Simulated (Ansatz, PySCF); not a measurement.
C2H4BF3, SMILES FCB(F)CF. Atoms are numbered in the order given.

```xyz
10

F     -2.2971    -0.1338     0.2918
C     -1.1325     0.3653    -0.2590
B      0.1685    -0.3202     0.2929
F      0.1015    -1.2830     1.2026
C      1.5948     0.1150    -0.2170
F      1.5090     1.1285    -1.1649
H     -1.0700     1.4581    -0.0819
H     -1.1604     0.2566    -1.3620
H      2.1285    -0.7506    -0.6569
H      2.2189     0.4610     0.6304
```

Geometry: B3LYP-D3(BJ)/def2-SVP. This is a generated structure with no PubChem entry under its InChIKey; it may be hypothetical. One conformer was computed; it need not be the lowest.

Two levels are set side by side: PBE-D3(BJ)/def2-SVP (Ansatz, a quantum-chemistry and plane-wave program) and B3LYP-D3(BJ)/def2-SVP (Ansatz). Each level has its own optimised geometry; the coordinates shown are those of the second. Frequencies come from the Hessian of PySCF at each geometry. Differences are taken from unrounded values.

| quantity | B3LYP-D3(BJ) | PBE-D3(BJ) | PBE-D3(BJ) minus B3LYP-D3(BJ) |
|---|---|---|---|
| mean bond length (Å) | 1.298 | 1.305 | 0.007 |
| bond F1–C2 (Å) | 1.382 | 1.385 | 0.004 |
| bond C2–B3 (Å) | 1.571 | 1.574 | 0.003 |
| bond B3–F4 (Å) | 1.326 | 1.336 | 0.010 |
| bond B3–C5 (Å) | 1.576 | 1.580 | 0.004 |
| bond C5–F6 (Å) | 1.390 | 1.395 | 0.005 |
| bond C2–H7 (Å) | 1.109 | 1.118 | 0.010 |
| bond C2–H8 (Å) | 1.109 | 1.118 | 0.010 |
| bond C5–H9 (Å) | 1.108 | 1.117 | 0.009 |
| bond C5–H10 (Å) | 1.108 | 1.117 | 0.009 |
| highest harmonic wavenumber (cm⁻¹) | 3046 | 2971 | -75 |
| mean harmonic wavenumber (cm⁻¹) | 1207 | 1170 | -37 |
| zero-point energy (kcal/mol) | 41.40 | 40.15 | -1.25 |

GGA bonds tend to be longer and softer than those of functionals with exact exchange. Differences between two approximate levels are no errors against the true value.
